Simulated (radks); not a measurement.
Spherical jellium clusters: N electrons in a uniform positive sphere of charge N and radius rs N^(1/3), rs = 3.74 bohr. Calculated with a radial shooting solver with Libxc functionals: non-relativistic Kohn-Sham, LDA (Slater exchange, Perdew-Wang correlation), spin-polarised, spherical densities. Levels are named by radial order and angular momentum (1s, 1p, 1d, 2s, ...), and open shells are averaged over m.

N = 6, configuration 1s2 1p(up 3, down 1). This is the lowest configuration that the search found. Occupied and some empty levels:

| level | occupation | eigenvalue (eV) | <r> (bohr) |
|---|---|---|---|
| 1s up | 1 | -4.9033 | 4.648 |
| 1s down | 1 | -4.4484 | 4.667 |
| 1p up | 3 | -3.2756 | 5.802 |
| 1p down | 1 | -2.8385 | 5.943 |
| 1d up | 0 | -1.4504 | 7.102 |
| 2s up | 0 | -1.1635 | 7.766 |
| 1d down | 0 | -1.1085 | 7.441 |
| 2s down | 0 | -0.96512 | 8.202 |

Energy (eV): total -9.77864, kinetic 11.621, external -166.79, Hartree 80.858, exchange-correlation -21.953, background 86.487.
